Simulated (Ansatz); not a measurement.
`BrC1BO1` + H₂ → `B1CO1` + HBr at 600 K and 1 bar (hydrogenolysis of a C–Br bond).

Computed with Ansatz on PBE0-D4/def2-TZVP structures; ΔE is electronic, products minus reactants. CCSD(T)/CBS is the MP2 limit (def2-TZVPP, def2-QZVPP) plus CCSD(T) − MP2 in def2-TZVPP, frozen cores. This one scheme is used for every species. For Br outer-core shells are correlated without core-valence functions, which leaves a few kJ/mol of doubt a bond. Scalar relativity is left out up to krypton.

| species | CCSD(T)/CBS energy (Eh) | H − E (kJ/mol) | S (J/(mol·K)) |
| --- | --- | --- | --- |
| `BrC1BO1` | -2712.51895 | 123.9 | 345.8 |
| H₂ | -1.17544 | 43.9 | 150.8 |
| `B1CO1` | -139.80191 | 141.7 | 292.0 |
| HBr | -2573.91920 | 33.5 | 219.1 |

H − E and S are ideal-gas, rigid-rotor, harmonic terms from PBE0-D4/def2-TZVP, for one conformer and one mirror image of each species. The MP2-based limit puts H₂ 0.8 mEh under its directly extrapolated value; such offsets cancel only in part. 1 Eh = 2625.50 kJ/mol, R = 8.31446 J/(mol·K).

Task: By hand: ΔE, ΔH, ΔS and ΔG.

Result: ΔE = (-139.80191) + (-2573.91920) − (-2712.51895) − (-1.17544) = -0.02672 Eh = -70.2 kJ/mol. Δ(H − E) = 141.7 + 33.5 − 123.9 − 43.9 = 7.4, so ΔH = -62.8 kJ/mol. ΔS = 292.0 + 219.1 − 345.8 − 150.8 = 14.5 J/(mol·K). ΔG = -62.8 − 600 × (14.5)/1000 = -71.5 kJ/mol.

Task: By hand: the equilibrium constant, and the temperature at which ΔG would vanish if ΔH and ΔS stayed fixed.

Result: log₁₀ K = −ΔG/(RT ln 10) = 6.2. ΔH and −TΔS have one sign here, so there is no such temperature.

The number of gas molecules stays the same, so ΔS is small and ΔH decides. A doubt of 5 kJ/mol in ΔE shifts log₁₀ K by 0.4 here. Other conformers and mirror images would add mixing entropy, several J/(mol·K) or more a flexible species. These are equilibria of isolated gas molecules and say nothing of rates. Largest T1 diagnostic: 0.016 (customary marks: 0.02 for closed shells, 0.045 for open ones).
